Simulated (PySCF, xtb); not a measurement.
H3InOSe2, SMILES [SeH][In]([SeH])[OH].

xtb 6.7.1 with GFN2-xTB at its own geometry gives an orbital gap of 2.35 eV and a dipole moment of 1.59 D.

Geometry: B3LYP-D3(BJ)/def2-SVP. The structure was generated by enumeration; whether it is a known compound was not checked. The def2 effective core potentials stand for the cores of In; spin–orbit coupling is left out. Other conformers were not sampled.

Problem. What does PBE/def2-TZVP in PySCF give? (The exact figures need the calculation; the answer reports its results.)

Solution. gap 3.20 eV (levels -6.11 and -2.91 eV), dipole 1.59 D.
